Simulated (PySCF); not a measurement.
# Sr⁺ (strontium, charge +1) across methods

[Kr] 5s1, 2S determinant. All numbers are calculated (PySCF 2.14, scalar relativity by spin-free X2C-1e, in x2c-QZVPPall).

| method | E (hartree) | mean ε 4p α (eV) | mean ε 4p β (eV) | mean ε 5s α (eV) | Σ⟨r²⟩ (bohr²) | ⟨S²⟩ |
| --- | --- | --- | --- | --- | --- | --- |
| PBEsol | -3176.74 | -29.120 | -28.983 | -8.711 | 43.31 | 0.750 |
| UHF | -3177.17873 | -35.849 | -35.737 | -10.475 | 45.03 | 0.750 |
| r2SCAN | -3179.06 | -29.822 | -29.723 | -8.749 | 43.75 | 0.750 |
| BHandHLYP | -3179.08 | -32.807 | -32.712 | -9.716 | 43.72 | 0.750 |
| LDA | -3174.92 | -29.235 | -29.110 | -8.870 | 43.09 | 0.750 |
| PBE | -3178.69 | -29.143 | -28.993 | -8.672 | 43.50 | 0.750 |
| B97-3 | -3178.82 | -31.218 | -31.132 | -9.104 | 43.66 | 0.750 |

Question: Estimate the same row for PBE0.

Answer: E (hartree) = -3178.77; mean ε 4p α (eV) = -31.113; mean ε 4p β (eV) = -30.973; mean ε 5s α (eV) = -9.229; Σ⟨r²⟩ (bohr²) = 43.66; ⟨S²⟩ = 0.750.
